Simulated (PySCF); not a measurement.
C3H6Ge.
SMILES with atom numbers: `[CH:1]#[C:2][CH2:3][GeH3:4]` (hydrogens: H5 on C1; H6, H7 on C3; H8, H9, H10 on Ge4)

Method: PBE0-D3(BJ)/def2-SVP geometry optimisation, gas phase in PySCF 2.14.0; density fitting, grid level 1; the optimiser is geomeTRIC in internal coordinates, started from a GFN2-xTB structure with every atom displaced at random (about 0.01 Å).

Step 0: E = -59704.3102 eV
```
atom  x, y, z in Å  |  force x, y, z in eV/Å
C1      2.3101    0.0776    0.1999   -2.047  -0.814   0.068
C2      1.1960   -0.4050    0.2472    0.339   0.086  -0.008
C3     -0.1389   -0.9830    0.2950    0.933   0.547   0.215
Ge4    -1.4857    0.3673   -0.1170   -0.449  -0.571   0.608
H5      3.2466    0.5109    0.1459    1.687   0.742  -0.072
H6     -0.3001   -1.3830    1.2996   -0.265  -0.154   0.219
H7     -0.1733   -1.8050   -0.4119   -0.289  -0.458  -0.366
H8     -2.8618   -0.2607   -0.0513   -0.463  -0.335   0.045
H9     -1.3378    0.9333   -1.4631    0.352   0.443  -1.309
H10    -1.4864    1.4926    0.8696    0.203   0.515   0.601
```

Step 1: E = -59704.4325 eV
```
atom  x, y, z in Å  |  force x, y, z in eV/Å
C1      2.2362    0.1665    0.1696    1.283   0.232   0.012
C2      1.2052   -0.4518    0.2608   -0.866  -0.013  -0.051
C3     -0.1249   -1.0123    0.3124   -0.159  -0.240  -0.010
Ge4    -1.4917    0.3590   -0.1063    0.027   0.245  -0.189
H5      3.2339    0.5850    0.1234   -0.368  -0.016  -0.012
H6     -0.3482   -1.4192    1.3126    0.007  -0.014  -0.013
H7     -0.2337   -1.8426   -0.4083   -0.002   0.056   0.063
H8     -2.9139   -0.2607   -0.0607    0.189   0.035   0.004
H9     -1.2117    0.9263   -1.5330   -0.079  -0.136   0.349
H10    -1.3826    1.4949    0.9432   -0.032  -0.151  -0.154
```

**Question.** Estimate the geometry and energy of step 2. (The exact step hangs on the optimiser's Hessian estimate; all steps are aligned on step 1, rigid shifts and turns removed.)

**Answer.** E = -59704.4552 eV, largest force 0.357 eV/Å
```
atom  x, y, z in Å  |  force x, y, z in eV/Å
C1      2.2565    0.1561    0.1725   -0.028  -0.347   0.081
C2      1.2006   -0.4394    0.2559    0.038   0.327  -0.081
C3     -0.1306   -1.0060    0.3099    0.015  -0.089   0.025
Ge4    -1.4926    0.3636   -0.1078    0.022   0.053  -0.043
H5      3.2442    0.5767    0.1274   -0.053   0.083  -0.021
H6     -0.3512   -1.4151    1.3094    0.017   0.003   0.001
H7     -0.2400   -1.8345   -0.4091    0.008   0.008  -0.001
H8     -2.8950   -0.2714   -0.0582   -0.009  -0.024   0.007
H9     -1.2261    0.9223   -1.5169   -0.006  -0.014   0.032
H10    -1.3971    1.4928    0.9308   -0.004   0.000   0.000
```

The energy changes by -0.0227 eV. The first-order estimate −F·Δx gives -0.0383 eV and the mean of the old and new forces, exact on a quadratic surface, -0.0224 eV. The step makes an angle of 64° with the force vector and moves no atom by more than 0.023 Å.

What follows is the cost of the whole optimisation. The run took 21 s of wall time on one thread, Arm Neoverse V2 (aarch64), on a shared host, and the process peaked at 0.42 GiB of memory.
